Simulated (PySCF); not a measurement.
1-hydroxysiletane (C3H8OSi), SMILES O[SiH]1CCC1. Atoms are numbered in the order given.

```xyz
13

O      1.8969     0.7973    -0.2978
Si     0.5280     0.1577     0.4158
C     -1.1434     0.8632    -0.1043
C     -1.6453    -0.6171    -0.1615
C     -0.2893    -1.3783    -0.3284
H      2.6996     0.8433     0.2326
H      0.7446     0.0754     1.8952
H     -1.7165     1.5533     0.5316
H     -1.0781     1.2956    -1.1169
H     -2.1191    -0.8930     0.7948
H     -2.3820    -0.8182    -0.9565
H     -0.0241    -1.4780    -1.3944
H     -0.2228    -2.3708     0.1406
```

Coordinates come from a B3LYP-D3(BJ)/def2-SVP optimisation. The values are those of a single conformer.

Level of theory: SMD-B3LYP/6-31G* run with PySCF.

Solvation free energies are E(SMD) − E(gas) at the gas-phase geometry, for 1 M in both phases. In vacuum the dipole moment is 1.01 D.

Computed solvation free energies in water, chlorobenzene, tetrahydrofuran:
```tsv
solvent	ΔG(solv) (kcal/mol)	its non-electrostatic (CDS) part	dipole (D)
water	-3.1	3.0	1.28
chlorobenzene	-4.1	-1.8	1.10
tetrahydrofuran	-4.0	-1.5	1.11
```
